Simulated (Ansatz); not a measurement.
Start from `B[SiH2][CH2][InH2]` and change one atom or group to get `B[SiH2]C`.

Ansatz, PBE0-D4/def2-TZVP geometries, multiplicity 1. Each molecule was computed in one conformer, which needn't be the lowest.

Elements past krypton have def2 core potentials.

| property | `B[SiH2][CH2][InH2]` |
| --- | --- |
| HOMO energy (PBE0/def2-TZVPP) / eV | -7.35 |
| size of the dipole moment (B3LYP/def2-TZVPP) / D | 0.73 |
| LUMO energy (PBE0/def2-TZVPP) / eV | -2.56 |
| HOMO–LUMO gap (ωB97M-V/def2-TZVPP) / eV | 8.85 |
| HOMO–LUMO gap (B3LYP/def2-TZVPP) / eV | 4.39 |
| HOMO energy (B3LYP/def2-TZVPP) / eV | -7.15 |

What does the change do to each property? (Estimate.)

The calculation gave: 
```
                                        property  `B[SiH2]C`  shift
              HOMO energy (PBE0/def2-TZVPP) / eV       -8.10  -0.75
size of the dipole moment (B3LYP/def2-TZVPP) / D        0.72  -0.01
              LUMO energy (PBE0/def2-TZVPP) / eV       -2.31   0.25
         HOMO–LUMO gap (ωB97M-V/def2-TZVPP) / eV        9.92   1.07
           HOMO–LUMO gap (B3LYP/def2-TZVPP) / eV        5.40   1.01
             HOMO energy (B3LYP/def2-TZVPP) / eV       -7.92  -0.77
```

With PBE0 the HOMO falls by 0.75 eV and the LUMO rises by 0.25 eV, so the gap widens by about 1.00 eV. PBE moves the HOMO by -0.62 eV and ωB97M-V by -0.81 eV. Dipoles are sizes alone; their direction can turn.

B3LYP here is the variant with VWN-RPA as its local correlation; programs differ in this.
